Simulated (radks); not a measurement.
The numbers below are computed, except where a source is named.
Isoelectronic series with 2 electrons, each ion in its NIST ground configuration. Code: a radial shooting solver on a logarithmic mesh with Libxc functionals. Model: Dirac Kohn-Sham, PBE, spin-unpolarised, spherical densities, point nucleus. Total energies (hartree) and mean radii <r> (bohr):

ion,configuration,E (hartree),1s1/2
He,[He],-2.89307,0.9458
Be2+,[He],-13.62232,0.4174
C4+,[He],-32.35915,0.2680
O6+,[He],-59.11736,0.1973
Ne8+,[He],-93.91472,0.1561
Mg10+,[He],-136.77404,0.1290
Si12+,[He],-187.72338,0.1100
S14+,[He],-246.79618,0.09576
Ar16+,[He],-314.03139,0.08477
Ca18+,[He],-389.47363,0.07602
Ti20+,[He],-473.17328,0.06887
Cr22+,[He],-565.18671,0.06293
Fe24+,[He],-665.57645,0.05791
Ni26+,[He],-774.41144,0.05361
Zn28+,[He],-891.76722,0.04988
